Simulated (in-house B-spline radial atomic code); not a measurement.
Relativistic effects in I IX (I8+), [Kr] 4d9: non-relativistic Hartree-Fock (point nucleus) against Dirac-Hartree-Fock (Fermi nucleus of rms radius 4.75 fm), both averages of the configuration, computed with a B-spline radial code for spherical atoms.

| orbital | ε NR (Eh) | ε Dirac (Eh) | <r> NR (bohr) | <r> Dirac (bohr) | change of <r> (%) |
| --- | --- | --- | --- | --- | --- |
| 1s1/2 | -1181.6 | ? | 0.02868 | ? | ? |
| 2s1/2 | -185.33 | -197.46 | 0.1233 | 0.1166 | -5.4 |
| 2p1/2 | -174.05 | -185.03 | 0.1052 | 0.09856 | -6.3 |
| 2p3/2 | -174.05 | -174.01 | 0.1052 | 0.1042 | -1.0 |
| 3s1/2 | -42.257 | -44.899 | 0.3259 | 0.3121 | -4.2 |
| 3p1/2 | -37.45 | -39.723 | 0.3168 | 0.3028 | -4.4 |
| 3p3/2 | -37.45 | -37.59 | 0.3168 | 0.314 | -0.9 |
| 3d3/2 | -28.624 | -28.579 | 0.288 | 0.2856 | -0.8 |
| 3d5/2 | -28.624 | ? | 0.288 | ? | ? |
| 4s1/2 | -11.375 | -11.952 | 0.762 | 0.7352 | -3.5 |
| 4p1/2 | -9.5858 | -10.044 | 0.7923 | 0.7641 | -3.6 |
| 4p3/2 | -9.5858 | -9.6143 | 0.7923 | 0.7881 | -0.5 |
| 4d3/2 | -6.5078 | -6.4953 | 0.8722 | 0.8699 | -0.3 |
| 4d5/2 | -6.5078 | -6.4241 | 0.8722 | 0.8792 | +0.8 |

What happens to 1s1/2?

Its energy goes to -1230.5 hartree and <r> to 0.02722 bohr (-5.09 %).

What happens to 3d5/2?

Its energy goes to -28.137 hartree and <r> to 0.2892 bohr (+0.41 %).

What explains the pattern of contraction and expansion?

Expansion is seen in 3d5/2, 4d5/2. The s and p1/2 orbitals contract directly, screen the nucleus better, and so push out orbitals that have little density near the nucleus; spin-orbit coupling adds to this for j = l + 1/2 and opposes it for j = l - 1/2.

By how much does the total energy change?

By -197.64 hartree, from -6901.452 to -7099.088.
